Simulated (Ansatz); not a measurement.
System: H4BSiO, charge 0, doublet. H4BSiO (SMILES [SiH3]B[O], doublet).
B3LYP-D3(BJ)/def2-TZVP minimum from Ansatz (a first-principles code):
```
Si
H 1 1.4747
H 1 1.4818 2 111.15
H 1 1.4818 2 111.15 3 -123.19
B 1 2.1202 2 111.00 4 -118.41
O 5 1.2548 1 110.43 2 0.00
H 5 1.2020 6 134.76 1 -180.00
```
Charge 0, spin multiplicity 2.

Wanted: atomisation energy (electronic, to ground-state atoms), in kJ/mol. Open shells are spin-unrestricted; no spin-orbit coupling. CBS(X,Y): correlation extrapolated as X^-3, Hartree-Fock from the larger set. A bracket is a step between two methods taken in the basis named. The functionals are non-relativistic, so their misses hold any scalar relativity. Double hybrids freeze cores in their MP2 part. '+ core + X2C': CCSD(T) terms for core correlation (cc-pwCVTZ, 1s frozen past Ne) and scalar relativity (cc-pVTZ-DK). For partners of very few electrons the exact lower level stands in for a higher one. The UHF reference of H4BOSi ([O]B[SiH3], doublet) is spin-contaminated (<S^2> up to 0.04 over the pure value in the sets run).

CCSD(T)/CBS(cc-pV(T+d)Z,cc-pV(Q+d)Z) + [CCSDT(Q) - CCSD(T)]/cc-pV(D+d)Z + core + X2C (Ansatz) gives 2275.6 kJ/mol.

**Question.** How far off this value is PBE/def2-TZVPD (Ansatz), in which direction, and how far these levels: B3LYP/def2-TZVPD, PBE0/def2-TZVPD, wB97M-V/def2-TZVPD, B2PLYP/def2-TZVPD, CCSD(T)/CBS(cc-pV(T+d)Z,cc-pV(Q+d)Z) + core + X2C?

**Answer.** PBE gives 2311.6 kJ/mol, 36.0 kJ/mol above it. Differences of the others: B3LYP/def2-TZVPD (Ansatz) 5.5; PBE0/def2-TZVPD (Ansatz) -14.6; wB97M-V/def2-TZVPD (Ansatz) 5.9; B2PLYP/def2-TZVPD (Ansatz) -22.3; CCSD(T)/CBS(cc-pV(T+d)Z,cc-pV(Q+d)Z) + core + X2C (Ansatz) -5.6 kJ/mol.
